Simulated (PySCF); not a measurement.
Structure revision by computed shifts

A compound C$_{3}$H$_{8}$O$_{2}$Si gives the data below (simulated from a calculation) and was assigned the structure `C[SiH2]OC(C)=O`.

$^{13}$C{$^{1}$H} NMR (computed): δ 155.8 (CH), 94.9 (CH2), 0.6 (CH3).

$^{1}$H NMR (400 MHz, computed): δ 6.64 (m, 1H), 5.42 (q, 1H), 4.32 (m, 1H), 4.17 (m, 1H), 1.08 (br s, 1H), 0.19 (d, 3H).

Method: NMR shieldings at PBE0/pcSseg-1/GIAO, structure optimised with GFN2-xTB, in PySCF (one conformer, rapidly exchanging positions averaged, gas phase, non-relativistic).

δ = σ(ref) − σ, references computed at the same level: $^{1}$H (31.72 ppm), $^{13}$C (186.93 ppm) against TMS.

Problem. Compare with the shifts computed for the proposed structure, pairing carbons in order of shift.

Solution. Atoms are numbered as in `[CH3:1][SiH2:2][O:3][C:4]([CH3:5])=[O:6]` (H(Xn): hydrogen on atom n).

| atom | computed for proposal | given list | difference |
| --- | --- | --- | --- |
| C4 | 176.6 | 155.8 | +20.8 |
| C5 | 24.6 | 94.9 | -70.3 |
| C1 | -3.0 | 0.6 | -3.6 |

The rms difference is 42.4 ppm and the largest -70.3 ppm at C5 (methyl carbon α to a carbonyl). The carbon types in order of shift don't match either: C, CH3, CH3 for the proposal against CH, CH2, CH3 in the data. The proposal doesn't fit.

Problem. Which isomer fits?

Solution. SMILES O[Si@H](OC=C)C.

- Carbon types of the structure: 1 × CH, 1 × CH2, 1 × CH3, leaving 2 H on heteroatoms.
- δC 155.8: alkene carbon bearing oxygen; an sp2 carbon further deshielded by the attached heteroatom.
- δC 94.9: β carbon of an enol-ether or enamine type C=C; the O or N lone pair pushes π density onto this β carbon and shields it.
- δC 0.6: methyl carbon bonded to Si; an electropositive neighbour leaves it electron-rich and shielded.
- δH 4.32, 4.17: hydrogen on a β carbon of an enol-ether or enamine type C=C; lone-pair donation from O or N shields it, upfield of ordinary alkene protons.

The data come from this structure; uniqueness wasn't tested.

OH and NH positions are those of a molecule without intermolecular hydrogen bonds; in solution they move with solvent, concentration and temperature, and exchange usually removes their couplings. Shifts are as computed. Against solution values, carbons near 30 ppm lie about +3 ppm off and those near 130 ppm about +5 ppm. Of 1211 compounds with measured shifts, 218 miss one by over three times the rms of a fit or turn the order of signals round; such compounds aren't used in these exercises. Multiplicities follow the n + 1 count of equivalent neighbours, as no J values were calculated; m marks all less simple cases, F and P coupling included.
